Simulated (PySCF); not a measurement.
Be(Br)(iPr) (C3H7BeBr), SMILES C[CH]([Be][Br])C. Heavy atoms are numbered as in [Be:1]([Br:2])[CH:3]([CH3:4])[CH3:5]. Hydrogens are named by the atom that carries them.

Geometry: ωB97X-D3(BJ)/def2-SVP. The structure was generated by enumeration; whether it is a known compound was not checked. The values are those of a single conformer.

The numbers are results of PBE/pcSseg-1 in PySCF, not measurements.

GIAO shieldings, no solvent; atoms alike by connectivity are averaged. δ = σ(ref) − σ: ¹³C against TMS (σ = 182.0 ppm); ¹H against TMS (σ = 31.49 ppm), references at their B3LYP-D3(BJ)/def2-TZVP geometries, non-relativistic (without spin–orbit terms, shifts of atoms bonded to Cl or Br come out too high).

Computed chemical shifts:
```
nucleus     atoms  count  δ (ppm)
-------  --------  -----  -------
¹³C      C4 (CH3)      2     22.7
¹³C       C3 (CH)      1     16.7
¹H        H on C4      6     1.42
¹H        H on C3      1     0.78
```
